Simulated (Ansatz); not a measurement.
`[SiH3][BH][GeH2][Cl]` + `[OH][In]([OH])[SH]` → `[OH][In]([SH])[O][SiH3]` + `[BH2][GeH2][Cl]`  (cleavage of the Si–B bond)

Program: Ansatz. Geometries: PBE0-D4/def2-TZVP. ΔE: electronic, gas phase. CBS: MP2 limit from def2 TZ/QZ plus the TZ coupled-cluster correction, frozen cores. Functionals use def2-TZVPP. HSE06 is defined as in plane-wave codes. def2 core potentials past Kr. For Ge, In outer-core shells are correlated without core-valence functions, which leaves a few kJ/mol of doubt a bond. Scalar relativity is left out up to krypton. Each species was taken in one conformer, which may not be the lowest.

`[SiH3][BH][GeH2][Cl]`:

Z-matrix (Å, degrees):
```
Si
B 1 2.007
H 1 1.488 2 112.2
H 1 1.488 2 113.8 3 -124.3
H 1 1.494 2 105.1 3 117.6
Ge 2 2.051 1 121.4 3 140.5
H 2 1.194 1 119.6 3 -41.6
Cl 6 2.169 2 112.2 1 172.9
H 6 1.541 2 111.2 1 -68.7
H 6 1.539 2 112.9 1 53.6
```

`[OH][In]([OH])[SH]`:

Z-matrix (Å, degrees):
```
In
O 1 1.973
S 1 2.362 2 120.3
O 1 1.978 2 114.0 3 -180.0
H 2 0.961 1 111.7 3 -180.0
H 3 1.345 1 92.0 2 -0.0
H 4 0.960 1 113.7 2 -179.9
```

`[OH][In]([SH])[O][SiH3]`:

Z-matrix (Å, degrees):
```
Si
O 1 1.627
H 1 1.488 2 110.7
H 1 1.488 2 110.7 3 -120.8
H 1 1.498 2 111.0 3 119.6
In 2 1.982 1 134.4 3 -119.8
S 6 2.350 2 120.5 1 0.1
O 6 1.964 2 112.7 1 -179.9
H 7 1.346 6 91.4 2 0.0
H 8 0.962 6 110.9 2 0.0
```

`[BH2][GeH2][Cl]`:

Z-matrix (Å, degrees):
```
Ge
Cl 1 2.168
B 1 2.053 2 111.0
H 1 1.539 2 105.7 3 122.5
H 1 1.539 2 105.7 3 -122.5
H 3 1.191 1 121.6 2 -0.2
H 3 1.195 1 118.7 2 179.8
```

```json
{"level": "BLYP-D4", "ΔE (kcal/mol)": "-24.7", "difference from CCSD(T)/CBS": "2.8"}
{"level": "r2SCANh-D4", "ΔE (kcal/mol)": "-25.8", "difference from CCSD(T)/CBS": "1.7"}
{"level": "CAM-B3LYP-D4", "ΔE (kcal/mol)": "-28.3", "difference from CCSD(T)/CBS": "-0.8"}
{"level": "PBE", "ΔE (kcal/mol)": "-20.4", "difference from CCSD(T)/CBS": "7.1"}
{"level": "HSE06", "ΔE (kcal/mol)": "-23.1", "difference from CCSD(T)/CBS": "4.4"}
{"level": "LC-ωPBE", "ΔE (kcal/mol)": "-25.2", "difference from CCSD(T)/CBS": "2.3"}
{"level": "MP2/def2-TZVPP", "ΔE (kcal/mol)": "-29.2", "difference from CCSD(T)/CBS": "-1.7"}
{"level": "CCSD/def2-TZVPP", "ΔE (kcal/mol)": "-28.1", "difference from CCSD(T)/CBS": "-0.6"}
{"level": "MP2/def2-QZVPP", "ΔE (kcal/mol)": "-29.5", "difference from CCSD(T)/CBS": "-2.0"}
{"level": "MP2/CBS(def2)", "ΔE (kcal/mol)": "-29.4", "difference from CCSD(T)/CBS": "-1.9"}
{"level": "CCSD(T)/CBS", "ΔE (kcal/mol)": "-27.5", "difference from CCSD(T)/CBS": "0"}
```

Largest T1 diagnostic among the species: 0.016.

In def2-TZVPP, CCSD(T) changes the Hartree–Fock value by +6.3 kcal/mol (the triples alone add +0.7 kcal/mol) and MP2 by +4.4 kcal/mol. At CCSD(T), def2-SVP lies +1.0 kcal/mol from the extrapolated value and def2-TZVPP +0.1 kcal/mol. From BLYP to BHLYP (50 % exact exchange), in def2-TZVPP and without D4, ΔE moves by −5.4 kcal/mol.
